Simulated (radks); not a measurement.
Ru I, 44 electrons, occupied as [Kr] 4d6.5 5s1 5p0.5 (fractional occupations, a model configuration). Calculated with a radial shooting solver on a logarithmic mesh with Libxc functionals: non-relativistic Kohn-Sham, BLYP, spin-unpolarised, spherical densities, point nucleus; relativity is left out, which matters for an element this heavy.

Normalised radial functions P(r) = r R(r), r in bohr:

| r | 3d | 5s |
|---|---|---|
| 0.001806 | 0.0000 | 0.0155 |
| 0.00285 | 0.0000 | 0.0234 |
| 0.004533 | 0.0002 | 0.0344 |
| 0.007152 | 0.0007 | 0.0479 |
| 0.01128 | 0.0025 | 0.0615 |
| 0.0178 | 0.0091 | 0.0678 |
| 0.02809 | 0.0310 | 0.0526 |
| 0.04467 | 0.0994 | -0.0002 |
| 0.07048 | 0.2784 | -0.0790 |
| 0.1112 | 0.6577 | -0.1109 |
| 0.1755 | 1.2204 | 0.0007 |
| 0.2768 | 1.6241 | 0.1636 |
| 0.4368 | 1.3837 | 0.0635 |
| 0.6946 | 0.6375 | -0.2410 |
| 1.096 | 0.1297 | -0.1440 |
| 1.729 | 0.0081 | 0.3505 |
| 2.728 | 0.0001 | 0.6065 |
| 4.304 | 0.0000 | 0.4235 |
| 6.846 | 0.0000 | 0.1333 |
| 10.8 | 0.0000 | 0.0156 |
| 17.04 | 0.0000 | 0.0004 |

3d: eigenvalue -279.66 eV, 0 radial nodes, <r> = 0.384 bohr, 90 % of the charge inside 0.610 bohr. 5s: eigenvalue -4.873 eV, 4 radial nodes at r = 0.0446, 0.175, 0.481, 1.27 bohr, <r> = 3.37 bohr, 90 % of the charge inside 5.08 bohr.
